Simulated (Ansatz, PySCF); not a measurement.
Stretching the Pb1–I3 bond in FIPb (SMILES [F][Pb][I]) (multiplicity 1 held, fragments rigid). Energies count from the point at 2.834 Å.
Geometry at that point (charge 0, multiplicity 1):
```json
[
 {"atom": "Pb", "x (Å)": "0.5463", "y (Å)": "-0.4647", "z (Å)": "0.7403"},
 {"atom": "F", "x (Å)": "1.6767", "y (Å)": "-1.4914", "z (Å)": "-0.6450"},
 {"atom": "I", "x (Å)": "-1.1300", "y (Å)": "0.9722", "z (Å)": "-1.0359"}
]
```

R- and RO- levels are restricted; in cc, def2 and unpolarised 6-31G sets they are followed outwards from rest. Unrestricted levels (U-) break spin symmetry where that is lower. Left out are points that failed, MP2 points in a non-variational dive below the minimum, coupled-cluster points behind a sign of a changed root (a jump of the amplitudes, or a one-step jump against full CI or MRCI), small-basis points behind a change of solution, and semi-empirical points at long bonds. Levels need not reach the same state.

Rows in LANL2DZ carry no dispersion term and start afresh at each structure. LANL2DZ brings its own core potentials from Na on.

Run with Ansatz (Gaussian basis) for Hartree–Fock, density functionals and correlated methods; PySCF for LANL2DZ rows.  In def2 rows elements past Kr take small-core potentials, without spin–orbit coupling.

Energies in eV.

| R (Å) | U-HF/LANL2DZ | U-HF/def2-TZVPP | R-B3LYP/def2-TZVPP | U-B3LYP/def2-TZVPP |
|---|---|---|---|---|
| 2.267 | 2.53 | 2.54 | 2.49 | 2.49 |
| 2.550 | 0.48 | 0.43 | 0.42 | 0.42 |
| 2.834 | 0.00 | 0.00 | 0.00 | 0.00 |
| 3.117 | 0.16 | 0.22 | 0.21 | 0.21 |
| 3.400 | 0.56 | 0.68 | 0.63 | 0.63 |
| 3.825 | 1.20 | 1.42 | 1.30 | 1.30 |
| 4.250 | 1.54 | 1.80 | 1.87 | 1.87 |
| 4.959 | 1.73 | 1.98 | 2.54 | 2.41 |
| 5.667 | 1.76 | 2.01 | 2.92 | 2.64 |
| 6.517 | 1.76 | 2.02 | 3.16 | 2.76 |
| 7.651 | left out | 2.02 | 3.32 | 2.82 |
| 9.068 | left out | 2.03 | 3.41 | 2.86 |

Doubts at one or more of the structures used: a spin-contaminated determinant (U-HF/LANL2DZ, U-HF/def2-TZVPP, U-B3LYP/def2-TZVPP); a restricted determinant that unrestricted orbitals would lower (R-B3LYP/def2-TZVPP).

Ansatz is a first-principles code.
